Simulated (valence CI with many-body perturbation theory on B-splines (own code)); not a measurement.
Which ion has this spectrum?

A relativistic CI+MBPT calculation for an atom or ion with 15 electrons gives these levels (cm⁻¹):

| J | Parity | E | g |
| --- | --- | --- | --- |
| 3/2 | odd | 0 | 1.39 |
| 3/2 | odd | 629415 | 1.44 |
| 5/2 | odd | 696883 | 1.19 |
| 1/2 | odd | 780039 | 0.66 |
| 3/2 | even | 1254376 | 0.79 |
| 3/2 | odd | 1418838 | 1.28 |
| 5/2 | even | 1422421 | 1.35 |
| 5/2 | even | 1568446 | 1.33 |
| 1/2 | even | 1683107 | 2.20 |
| 3/2 | even | 1690517 | 1.15 |
| 5/2 | even | 1880184 | 0.96 |
| 3/2 | even | 1888045 | 0.93 |
| 1/2 | even | 1892818 | 0.22 |
| 7/2 | even | 1944733 | 1.07 |

The energies are calculated, and their last digits are not significant.

Problem. Which is it?
A. Cs40+
B. Ce43+
C. Te37+
D. La42+

Solution. A. Cs40+, ground level (3s^2 3p1/2^2 3p3/2) J=3/2.
